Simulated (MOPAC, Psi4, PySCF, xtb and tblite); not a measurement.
Conformational energy of terpyridine, SMILES c1ccc(-c2cccc(-c3ccccn3)n2)nc1. Scanned: dihedral N16–C5–C4–N17; all other coordinates were relaxed at GFN2-xTB. Points at φ and −φ are mirror images. Heavy atoms are numbered in the order of the SMILES c1ccc(-c2cccc(-c3ccccn3)n2)nc1, hydrogens after them in the order of the atoms that carry them; the mirror image has the same energies with the sign of each dihedral reversed.

- PM7, restricted, heats of formation // GFN2-xTB (MOPAC)
- RKS-B3LYP/LANL2DZ = restricted B3LYP/LANL2DZ, density fitting // GFN2-xTB run with PySCF 2.14.0
- GFN2-xTB (xtb and tblite)
- PBE-D3(BJ)/def2-SVP // GFN2-xTB (Psi4)

Energies relative to the lowest point of each profile, in kcal/mol; the last columns give the difference from PBE-D3(BJ):

```tsv
φ / °	PM7	RKS-B3LYP/LANL2DZ	GFN2-xTB	PBE-D3(BJ)/def2-SVP	PM7 − PBE-D3(BJ)/def2-SVP	RKS-B3LYP/LANL2DZ − PBE-D3(BJ)/def2-SVP	GFN2-xTB − PBE-D3(BJ)/def2-SVP
-150	0.1	1.6	0.7	1.7	-1.6	-0.2	-1.0
-120	1.0	5.7	3.3	6.1	-5.1	-0.5	-2.9
-90	2.2	8.7	5.2	9.4	-7.2	-0.7	-4.2
-60	3.2	7.8	4.7	8.0	-4.8	-0.3	-3.3
-30	5.2	7.4	4.2	6.4	-1.2	1.0	-2.2
0	7.3	8.5	4.7	6.8	0.5	1.8	-2.1
30	5.2	7.4	4.2	6.4	-1.2	1.0	-2.2
60	3.2	7.8	4.7	8.0	-4.8	-0.3	-3.3
90	2.2	8.7	5.2	9.4	-7.2	-0.7	-4.2
120	1.0	5.7	3.3	6.1	-5.1	-0.5	-2.9
150	0.1	1.6	0.7	1.7	-1.6	-0.2	-1.0
180	0.0	0.0	0.0	0.0	0.0	0.0	0.0
```

PM7 is furthest from PBE-D3(BJ)/def2-SVP at -90 (-7.2 kcal/mol, below); its mean absolute difference over the points is 3.4 kcal/mol.

RKS-B3LYP/LANL2DZ is furthest from PBE-D3(BJ)/def2-SVP at 0 (1.8 kcal/mol, above); its mean absolute difference over the points is 0.6 kcal/mol.

GFN2-xTB is furthest from PBE-D3(BJ)/def2-SVP at -90 (-4.2 kcal/mol, below); its mean absolute difference over the points is 2.4 kcal/mol.
